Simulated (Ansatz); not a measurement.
`C[N](C)[Hf]([Cl])([N](C)C)[N](C)C` + HI → `C[N](C)[Hf]([I])([N](C)C)[N](C)C` + HCl  (ligand exchange at the Hf–Cl bond)

Calculated with Ansatz (gas phase, PBE0-D4/def2-TZVP geometries, no zero-point term in ΔE). CCSD(T)/CBS adds triple-zeta CCSD(T) − MP2 to the extrapolated MP2 energy (def2 sets, frozen cores). This one scheme is used for every species. def2 core potentials past Kr. For Hf, I outer-core shells are correlated without core-valence functions, which leaves a few kJ/mol of doubt a bond. One conformer a species, not always the lowest.

`C[N](C)[Hf]([Cl])([N](C)C)[N](C)C`:

Z-matrix (Å, degrees):
```
Hf
Cl 1 2.403
N 1 2.033 2 111.3
N 1 2.033 2 111.3 3 120.0
C 1 2.985 2 95.2 3 140.5
C 1 2.986 2 95.2 3 20.4
N 1 2.033 2 111.3 3 -120.0
C 1 3.166 2 121.3 3 -139.7
C 1 3.166 2 121.3 3 -19.7
C 1 3.167 2 121.2 3 100.3
C 1 2.986 2 95.2 3 -99.6
H 5 1.097 1 73.8 2 50.5
H 5 1.100 1 125.8 2 150.3
H 5 1.099 1 124.1 2 -49.3
H 6 1.098 1 73.9 2 50.2
H 6 1.100 1 125.7 2 150.1
H 6 1.099 1 124.1 2 -49.6
H 8 1.100 1 124.1 2 137.3
H 8 1.092 1 81.4 2 -117.0
H 8 1.100 1 122.4 2 -11.0
H 9 1.100 1 122.4 2 -11.0
H 9 1.092 1 81.4 2 -117.0
H 9 1.100 1 124.1 2 137.3
H 10 1.100 1 124.1 2 137.5
H 10 1.092 1 81.5 2 -116.8
H 10 1.100 1 122.3 2 -10.7
H 11 1.099 1 124.1 2 -49.6
H 11 1.098 1 73.9 2 50.3
H 11 1.100 1 125.7 2 150.1
```

HI:

Z-matrix (Å, degrees):
```
I
H 1 1.610
```

`C[N](C)[Hf]([I])([N](C)C)[N](C)C`:

Z-matrix (Å, degrees):
```
Hf
I 1 2.782
N 1 2.031 2 110.8
N 1 2.031 2 110.9 3 -120.0
C 1 2.991 2 96.0 3 -141.3
C 1 3.164 2 119.8 3 20.2
N 1 2.031 2 110.8 3 120.0
C 1 2.991 2 95.9 3 98.7
C 1 2.991 2 96.0 3 -21.3
C 1 3.164 2 119.9 3 -99.8
C 1 3.163 2 119.9 3 140.2
H 5 1.097 1 74.1 2 -53.3
H 5 1.099 1 124.0 2 46.7
H 5 1.099 1 125.6 2 -153.6
H 6 1.100 1 122.4 2 7.6
H 6 1.092 1 81.4 2 113.7
H 6 1.099 1 124.0 2 -140.7
H 8 1.097 1 74.1 2 -53.1
H 8 1.099 1 125.6 2 -153.4
H 8 1.098 1 124.0 2 46.8
H 9 1.098 1 124.0 2 46.6
H 9 1.097 1 74.1 2 -53.3
H 9 1.100 1 125.6 2 -153.6
H 10 1.100 1 122.3 2 7.9
H 10 1.092 1 81.4 2 113.9
H 10 1.099 1 124.1 2 -140.5
H 11 1.100 1 124.0 2 -140.4
H 11 1.092 1 81.4 2 113.9
H 11 1.100 1 122.3 2 7.9
```

HCl:

Z-matrix (Å, degrees):
```
Cl
H 1 1.279
```

```tsv
species	CCSD(T)/CBS(def2) energy (Eh)
`C[N](C)[Hf]([Cl])([N](C)C)[N](C)C`	-911.09827
HI	-298.03592
`C[N](C)[Hf]([I])([N](C)C)[N](C)C`	-748.75496
HCl	-460.38127
```

**Question.** Work out ΔE.

**Answer.** ΔE = (-748.75496) + (-460.38127) − (-911.09827) − (-298.03592) = -0.00204 Eh = -1.3 kcal/mol.

Largest T1 diagnostic among the species: 0.014.

Leaving LDA and LC-ωPBE aside and taking each functional with its dispersion term where it has one, the values, not all of them listed here, spread over 4.1 kcal/mol, from PBE-QIDH to B97M-V. At CCSD(T), def2-SVP lies +3.2 kcal/mol from the extrapolated value and def2-TZVPP +0.6 kcal/mol. From BLYP to BHLYP (50 % exact exchange), in def2-TZVPP and without D4, ΔE moves by −1.1 kcal/mol.
